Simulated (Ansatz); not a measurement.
Input for Ansatz (a first-principles code): R-B3LYP-D3(BJ)/def2-TZVP on CaO.

Ansatz 0.2 input:
```yaml
crystal:
  periodic: [false, false, false]
  atoms:
    - {symbol: Ca, position_ang: [0.00000000, 0.00000000, 0.00000000]}
    - {symbol: O, position_ang: [0.00000000, 0.00000000, 2.29900000]}
basis:
  gaussian:
    orbitals: def2-TZVP
hamiltonian:
  xc: b3lyp
  dispersion: d3bj
relax: {f_tol: 0.003, max_steps: 120}
```

The log:

```
WARN ansatz: RAYON_NUM_THREADS=1 ignored (pool sized by the plan → 1); use --threads N
Functional definition: B3LYP
integrals: 0.01 GiB planned
536 factors; their error is unknown
mean field: 0.14 GiB planned
mean field evaluation 1: about -20465.9123 eV, gradient 8.8e1 eV
mean field evaluation 2: about -20128.2850 eV, gradient 2.6e2 eV
mean field evaluation 4: about -20479.3619 eV, gradient 4.0e1 eV
mean field evaluation 8: about -20483.9699 eV, gradient 3.0e0 eV
mean field evaluation 16: about -20484.0225 eV, gradient 4.9e-3 eV
mean field -20484.02247524 eV, -752.7739413961 hartree, gradient 1.5e-6 eV, S^2 0.000000; 1 other end points of the search recorded, 0 dependent functions left out
the calculation of the forces begins
reference -20484.02267621 eV, -752.7739487815 hartree; 14, 14 occupied and 53, 53 virtual orbitals, 536 factors
relax step   1: F+E_penalty+E_count = -20484.07010253 eV  Δ(F+E_penalty+E_count) = +0.000e0 eV  max|allowed force component| = 4.265e0 eV/Å  Δτ_max = 0.0000 Å  (52 SCF iters, accepted)
these checks for a lower state are left out or cut short: starts, cluster_reference, orbital_swaps, neighbouring_geometries, increment
integrals: 0.01 GiB planned
536 factors; their error is unknown
mean field: 0.15 GiB planned
mean field evaluation 32: about -20485.3699 eV, gradient 4.1e-1 eV
mean field -20485.40469438 eV, -752.8247370126 hartree, gradient 7.9e-6 eV, S^2 0.000000; 0 other end points of the search recorded, 0 dependent functions left out
the calculation of the forces begins
reference -20485.40489136 eV, -752.8247442513 hartree; 14, 14 occupied and 53, 53 virtual orbitals, 536 factors
relax step   2: F+E_penalty+E_count = -20485.45299644 eV  Δ(F+E_penalty+E_count) = -1.383e0 eV  max|allowed force component| = 1.750e0 eV/Å  Δτ_max = 0.1950 Å  (43 SCF iters, accepted)
these checks for a lower state are left out or cut short: starts, cluster_reference, orbital_swaps, neighbouring_geometries, increment
integrals: 0.01 GiB planned
536 factors; their error is unknown
mean field: 0.15 GiB planned
mean field -20485.41898200 eV, -752.8252620729 hartree, gradient 1.9e-5 eV, S^2 0.000000; 0 other end points of the search recorded, 0 dependent functions left out
the calculation of the forces begins
reference -20485.41917904 eV, -752.8252693139 hartree; 14, 14 occupied and 53, 53 virtual orbitals, 536 factors
relax step   3: F+E_penalty+E_count = -20485.46742008 eV  Δ(F+E_penalty+E_count) = -1.442e-2 eV  max|allowed force component| = 1.962e0 eV/Å  Δτ_max = 0.0771 Å  (36 SCF iters, accepted)
these checks for a lower state are left out or cut short: starts, cluster_reference, orbital_swaps, neighbouring_geometries, increment
integrals: 0.01 GiB planned
536 factors; their error is unknown
mean field: 0.15 GiB planned
mean field -20485.48350700 eV, -752.8276333230 hartree, gradient 2.1e-5 eV, S^2 0.000000; 0 other end points of the search recorded, 0 dependent functions left out
the calculation of the forces begins
reference -20485.48370368 eV, -752.8276405506 hartree; 14, 14 occupied and 53, 53 virtual orbitals, 536 factors
relax step   4: F+E_penalty+E_count = -20485.53189518 eV  Δ(F+E_penalty+E_count) = -6.448e-2 eV  max|allowed force component| = 9.950e-2 eV/Å  Δτ_max = 0.0326 Å  (38 SCF iters, accepted)
these checks for a lower state are left out or cut short: starts, cluster_reference, orbital_swaps, neighbouring_geometries, increment
integrals: 0.01 GiB planned
536 factors; their error is unknown
mean field: 0.15 GiB planned
mean field evaluation 64: about -20485.4837 eV, gradient 2.1e-5 eV
mean field -20485.48370937 eV, -752.8276407599 hartree, gradient 2.1e-5 eV, S^2 0.000000; 0 other end points of the search recorded, 0 dependent functions left out
the calculation of the forces begins
reference -20485.48390604 eV, -752.8276479874 hartree; 14, 14 occupied and 53, 53 virtual orbitals, 536 factors
relax step   5: F+E_penalty+E_count = -20485.53209423 eV  Δ(F+E_penalty+E_count) = -1.991e-4 eV  max|allowed force component| = 2.932e-3 eV/Å  Δτ_max = 0.0019 Å  (34 SCF iters, accepted)
integrals: 0.01 GiB planned
536 factors; their error is unknown
mean field: 0.15 GiB planned
mean field -20485.48370937 eV, -752.8276407599 hartree, gradient 2.1e-5 eV, S^2 0.000000; 1 other end points of the search recorded, 0 dependent functions left out
the calculation of the forces begins
reference -20485.48390604 eV, -752.8276479874 hartree; 14, 14 occupied and 53, 53 virtual orbitals, 536 factors
Total energy: -20485.53229090 eV, -752.8294260982 hartree
Atom 0 at     0.000000     0.000000     0.237615 Å, force    -0.000000    -0.000000    -0.002932 eV/Å
Atom 1 at    -0.000000    -0.000000     2.061385 Å, force     0.000000     0.000000     0.002932 eV/Å
Dipole moment:    -0.000000     0.000000    -1.779542 e Å
```

Self-consistency was reached.

Cost: about 4 core-seconds (a rough figure).
